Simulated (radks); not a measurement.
Values are calculated unless marked as measured or tabulated.
Mean orbital radii <r> (bohr) of the erbium ion Er49+, [Ar] 3d1, at several levels of relativity; Dirac values are averaged over j with weights 2j + 1. Spin-unpolarised spherical Kohn-Sham, LDA (Slater exchange, Perdew-Wang correlation), point nucleus unless stated (finite: rms radius 5.2516 fm), a radial shooting solver on a logarithmic mesh with Libxc functionals. A level marked "c x" has the speed of light scaled by that factor and shares open shells by 2j + 1; other Dirac levels either fill j = l - 1/2 first or share by 2j + 1.

[
 {"shell": "1s", "non-rel.": "0.02231", "scalar-rel., finite nucleus": "0.02039", "Dirac, 2j+1 shares": "0.02038", "Dirac, 2j+1 shares, finite nucleus": "0.02039", "change of magnitude, last against first (%)": "-8.62"},
 {"shell": "2s", "non-rel.": "0.09375", "scalar-rel., finite nucleus": "0.08583", "Dirac, 2j+1 shares": "0.08523", "Dirac, 2j+1 shares, finite nucleus": "0.08525", "change of magnitude, last against first (%)": "-9.07"},
 {"shell": "2p", "non-rel.": "0.07938", "scalar-rel., finite nucleus": "0.07601", "Dirac, 2j+1 shares": "0.07561", "Dirac, 2j+1 shares, finite nucleus": "0.07561", "change of magnitude, last against first (%)": "-4.75"},
 {"shell": "3s", "non-rel.": "0.2253", "scalar-rel., finite nucleus": "0.2108", "Dirac, 2j+1 shares": "0.2102", "Dirac, 2j+1 shares, finite nucleus": "0.2102", "change of magnitude, last against first (%)": "-6.72"},
 {"shell": "3p", "non-rel.": "0.2135", "scalar-rel., finite nucleus": "0.2066", "Dirac, 2j+1 shares": "0.2058", "Dirac, 2j+1 shares, finite nucleus": "0.2058", "change of magnitude, last against first (%)": "-3.60"},
 {"shell": "3d", "non-rel.": "0.1846", "scalar-rel., finite nucleus": "0.1828", "Dirac, 2j+1 shares": "0.1827", "Dirac, 2j+1 shares, finite nucleus": "0.1827", "change of magnitude, last against first (%)": "-1.00"},
 {"shell": "4s (empty)", "non-rel.": "0.4206", "scalar-rel., finite nucleus": "0.3994", "Dirac, 2j+1 shares": "0.3989", "Dirac, 2j+1 shares, finite nucleus": "0.3989", "change of magnitude, last against first (%)": "-5.16"},
 {"shell": "4p (empty)", "non-rel.": "0.4122", "scalar-rel., finite nucleus": "0.4018", "Dirac, 2j+1 shares": "0.4008", "Dirac, 2j+1 shares, finite nucleus": "0.4008", "change of magnitude, last against first (%)": "-2.76"}
]
